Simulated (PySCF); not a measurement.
Gas-phase reaction: In(CH3)3 + 3 C2H5 → InH3 + 3 C3H7 (n-propyl)

Energies from PySCF, thermal terms from the rigid-rotor harmonic-oscillator model, ideal gas at 1 bar. † marks an energy on the PBE0/def2-TZVP geometry and frequencies; other levels use their own. MP2 and CCSD(T) freeze the core. Open shells (unrestricted): C2H5 (multiplicity 2), C3H7 (n-propyl) (multiplicity 2); the rest are closed-shell singlets. In: scalar-relativistic def2 core potential, no spin-orbit coupling. InH3: computed as isolated molecules; such fragments, hydroxides, amides, oligomers or adducts are transient or little studied in the gas. MP2 isn't extrapolated to the basis-set limit. CCSD(T) isn't extrapolated to the basis-set limit.

```tsv
level	ΔH°(298 K), kJ
BLYP/def2-TZVP†	72
CCSD(T)/def2-SVP†	[?]
MP2/def2-TZVPP†	[?]
PBE/def2-TZVP†	64
PBE0/def2-TZVP	[?]
ωB97M-V/def2-TZVP†	55
ωB97X-V/def2-TZVP†	48
```

Question: Complete the blanks.

Answer: 
- CCSD(T)/def2-SVP†, ΔH°(298 K), kJ: 25
- MP2/def2-TZVPP†, ΔH°(298 K), kJ: 85
- PBE0/def2-TZVP, ΔH°(298 K), kJ: 55
